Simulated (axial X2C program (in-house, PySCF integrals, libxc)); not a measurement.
Spectroscopic constants of RbO

All values were computed with an in-house all-electron X2C program for linear molecules (integrals from PySCF). Spin-free means the one-electron spin-free X2C Hamiltonian; two-component (2c) means X2C with spin–orbit coupling and atomic mean-field two-electron Coulomb and Gaunt terms, so the difference of the two also holds small scalar two-electron terms. Basis: Rb dyall-cv3z [12s13p8d4f1g], O dyall-av3z [7s6p3d2f] (cores contracted in-house); Gaussian nuclei, density fitting, unrestricted open shells. Masses: Rb 84.912 u, O 15.995 u.

The run was started with this input:
```json
{"zs": [37, 8], "q": 0, "bas": ["dyall-cv3z", "dyall-av3z"], "levels": ["PBE0", "HF", "BP86"], "cc": true, "r0": 2.59, "thr": -2.0, "nmax": 90, "npts": 10, "nst": 2, "ntry": 6}
```
```bash
python so2c.py task.json out
```

Keys: zs atomic numbers; q charge; bas basis sets; levels methods; cc coupled cluster on or off; r0 starting distance in Å; thr threshold in hartree for freezing inner shells (an s shell follows its p shell); nmax most natural virtual spinors; npts points on the curve; nst determinants followed; ntry starts of the search. HF also brings MP2.

State, spin-free: M_S = 1/2, Λ = 0 (beyond evenly filled blocks: σα); electrons by block: σα: 11, σβ: 10, π+α: 5, π+β: 5, π-α: 5, π-β: 5, δ+α: 1, δ+β: 1, δ-α: 1, δ-β: 1. Fragments: Rb + O.

State, 2c: Ω = 1/2 (⟨Sz⟩ = 0.50, ⟨Lz⟩ = 0.00 at PBE0); electrons by block: 1/2: 16, -1/2: 15, 3/2: 6, -3/2: 6, 5/2: 1, -5/2: 1. Fragments: Rb + O.

```tsv
Hamiltonian	level	Re (Å)	ωe (cm⁻¹)	Be (cm⁻¹)	αe (cm⁻¹)	De (eV)	D0 (eV)	k (mdyn/Å)	μ (D)
spin-free	HF	2.323	367.5	0.2321	0.00179	1.03	1.01	1.07	-9.02
spin-free	MP2	2.267	375.3	0.2437	0.0018	2.86	2.84	1.12	n/a
spin-free	CCSD	2.275	374.5	0.242	0.00196	2.67	2.64	1.11	n/a
spin-free	CCSD(T)	2.271	374.8	0.2428	0.00186	2.75	2.72	1.11	n/a
2c	PBE0	2.238	379.4	0.25	0.00185	2.83	2.81	1.14	-8.11
2c	BP86	2.239	370.9	0.2499	0.00188	3.16	3.13	1.09	-7.92
```

Spin-free values that have a 2c row agree with it to the digits that matter (0.001 Å, 0.01 eV) and are not repeated.

Correlated methods: 15 electrons correlated (number of frozen shells: Rb 3 s, 2 p, 1 d; O 1 s), 261 virtual spin orbitals or spinors in MP2, 90 natural virtuals in coupled cluster.

Dipoles are positive if O is the positive end.

The state is a single determinant with fixed occupations, the lowest that a limited PBE0 search found. Dissociation energies refer to the lowest single-determinant-based atoms at the same level and basis. Density functionals use the spin component along the axis (collinear). Coupled cluster ran in a truncated set of natural virtual spinors; the MP2 energy of the rest was added. (T) has no such correction and the atoms are truncated less, which lowers De at CCSD(T) by a hundredth of an eV or more. In 2c an atomic determinant is not the ground J level, so De misses part of the atomic spin–orbit lowering. This holds for PBE0, BP86. Other states lie close and PBE0, whose exact exchange favours high spin, may order them wrongly; the determinant shown need not be the ground state. The nearest other spin-free determinant of the search, M_S = 1/2, Λ = 1, lies 0.30 eV up at the distance of the search. Without a current term, density functionals place determinants with orbital angular momentum somewhat too high.

No reliable constants came from CCSD (2c), CCSD(T) (2c), HF (2c), MP2 (2c): no minimum in range, unconverged points, a curve that is not smooth, a change of character along it, or the two Hamiltonians disagreeing along it.

Rough cost a point (2c) on 1 thread(s) of a shared host, integrals apart: PBE0 0.8 s, BP86 0.4 s.

The whole task took 3.1 min on 1 thread of Arm Neoverse V2, on a shared host.
